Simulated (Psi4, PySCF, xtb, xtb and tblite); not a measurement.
Internal rotation in SMILES CC(C)/C=C\[Si](Cl)(Cl)Cl. Scanned: dihedral C1–C2–C4–C5; all other coordinates were relaxed at GFN2-xTB. Heavy atoms are numbered in the order of the SMILES CC(C)/C=C\[Si](Cl)(Cl)Cl, hydrogens after them in the order of the atoms that carry them; the mirror image has the same energies with the sign of each dihedral reversed.

GFN2-xTB (xtb and tblite); RKS-B3LYP/6-31G* = restricted B3LYP/6-31G*, spherical d, density fitting // GFN2-xTB (PySCF); GFN1-xTB // GFN2-xTB (xtb); PBE-D3(BJ)/def2-SVP // GFN2-xTB (Psi4).

Energies relative to the lowest point of each profile, in kJ/mol; the last columns give the difference from PBE-D3(BJ):

| φ / ° | GFN2-xTB | RKS-B3LYP/6-31G* | GFN1-xTB | PBE-D3(BJ)/def2-SVP | GFN2-xTB − PBE-D3(BJ)/def2-SVP | RKS-B3LYP/6-31G* − PBE-D3(BJ)/def2-SVP | GFN1-xTB − PBE-D3(BJ)/def2-SVP |
|---|---|---|---|---|---|---|---|
| -150 | 2.3 | 6.1 | 3.1 | 3.9 | -1.6 | 2.2 | -0.8 |
| -120 | 0.0 | 0.0 | 0.0 | 0.0 | 0.0 | 0.0 | 0.0 |
| -90 | 2.1 | 5.5 | 2.7 | 3.3 | -1.2 | 2.2 | -0.5 |
| -60 | 9.4 | 14.9 | 8.3 | 10.2 | -0.9 | 4.7 | -1.9 |
| -30 | 17.2 | 21.8 | 16.0 | 16.3 | 0.8 | 5.4 | -0.4 |
| 0 | 17.5 | 20.4 | 17.0 | 13.6 | 3.8 | 6.7 | 3.3 |
| 30 | 14.6 | 21.8 | 13.4 | 12.5 | 2.1 | 9.3 | 1.0 |
| 60 | 17.9 | 28.9 | 15.7 | 18.9 | -1.0 | 10.0 | -3.2 |
| 90 | 14.3 | 22.2 | 13.0 | 12.6 | 1.7 | 9.6 | 0.4 |
| 120 | 17.1 | 20.2 | 16.6 | 13.2 | 3.9 | 7.0 | 3.4 |
| 150 | 17.5 | 21.8 | 16.3 | 16.4 | 1.1 | 5.5 | -0.1 |
| 180 | 10.0 | 16.0 | 8.9 | 11.6 | -1.7 | 4.4 | -2.7 |

GFN2-xTB is furthest from PBE-D3(BJ)/def2-SVP at 120 (3.9 kJ/mol, above); its mean absolute difference over the points is 1.6 kJ/mol.

RKS-B3LYP/6-31G* is furthest from PBE-D3(BJ)/def2-SVP at 60 (10.0 kJ/mol, above); its mean absolute difference over the points is 5.6 kJ/mol.

GFN1-xTB is furthest from PBE-D3(BJ)/def2-SVP at 120 (3.4 kJ/mol, above); its mean absolute difference over the points is 1.5 kJ/mol.
